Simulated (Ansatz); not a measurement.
(NaBr)2 ring (Na₂Br₂). Charge 0, multiplicity 1. Geometry PBE-D4/def2-SVP.

```xyz
4

Na    0.813    1.349    0.471
Br   -0.493    0.944   -1.852
Na   -0.811   -1.350   -0.472
Br    0.491   -0.943    1.853
```

B3LYP takes the VWN-RPA correlation.

Question: Estimate the orbital energies around the gap (eV) in Ansatz with HF/STO-3G, PBE-D4/def2-SVP, r2SCAN-D4/def2-TZVPD, B3LYP-D4/def2-TZVP, PBE0-D4/def2-TZVPD.

Answer: 
| orbital | HF/STO-3G | PBE-D4/def2-SVP | r2SCAN-D4/def2-TZVPD | B3LYP-D4/def2-TZVP | PBE0-D4/def2-TZVPD |
| --- | --- | --- | --- | --- | --- |
| HOMO−9 | -39.91 | -28.66 | -29.80 | -31.69 | -32.18 |
| HOMO−8 | -39.90 | -28.64 | -29.79 | -31.69 | -32.17 |
| HOMO−7 | -19.41 | -17.01 | -17.91 | -19.02 | -19.43 |
| HOMO−6 | -19.24 | -16.94 | -17.84 | -18.95 | -19.36 |
| HOMO−5 | -6.24 | -6.48 | -6.93 | -7.65 | -7.94 |
| HOMO−4 | -5.85 | -6.25 | -6.67 | -7.36 | -7.62 |
| HOMO−3 | -5.67 | -6.05 | -6.51 | -7.18 | -7.45 |
| HOMO−2 | -5.37 | -5.79 | -6.29 | -6.97 | -7.24 |
| HOMO−1 | -5.34 | -5.77 | -6.27 | -6.94 | -7.21 |
| HOMO | -5.28 | -5.62 | -6.16 | -6.82 | -7.09 |
| LUMO | 11.72 | -1.58 | -1.01 | -1.38 | -1.10 |
| LUMO+1 | 11.72 | -1.05 | -0.50 | -0.87 | -0.64 |
| LUMO+2 | 18.51 | 0.37 | 0.23 | 0.28 | 0.17 |
| LUMO+3 | 19.12 | 0.74 | 0.40 | 0.50 | 0.28 |
| LUMO+4 | 19.22 | 0.83 | 0.53 | 0.58 | 0.46 |
| LUMO+5 | 21.13 | 1.06 | 0.54 | 0.81 | 0.51 |
